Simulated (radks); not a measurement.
Values are calculated unless marked as measured or tabulated.
Polarisability of neutral cobalt, [Ar] 3d7 4s2, at imaginary frequency. Level of theory: scalar-relativistic Kohn-Sham, LB94 model potential, spin-polarised, spherical densities, finite nucleus; open shells are filled with parallel spins first; Fermi nuclear charge, rms radius 3.7875 fm (a radial shooting solver on a logarithmic mesh with Libxc functionals). Response by self-consistent Sternheimer equations with the Hartree and adiabatic LDA kernel, the relativistic mass of each level held fixed and spin-orbit coupling left out.

w (hartree)  alpha1(iw) (bohr^3)
0.00266                    39.64
0.0143                     39.49
0.0360                     38.65
0.0697                     36.19
0.118                      31.29
0.186                      24.30
0.280                      16.98
0.413                      11.01
0.605                      6.850
0.892                      4.171
1.35                       2.476
2.12                       1.386
3.59                      0.6770
6.94                      0.2505
17.5                     0.05310

Static values: alpha1 = 39.65 bohr^3 (5.875 angstrom^3; uncoupled 70.91). C6 = 294.4, triple-dipole C9 = 8305 atomic units. One-pole (London) frequency 4 C6 / (3 alpha1^2) = 0.250 hartree, against 0.331 for minus the highest occupied eigenvalue. Recommended static value: 55 bohr^3 (Schwerdtfeger and Nagle, 2023 table).
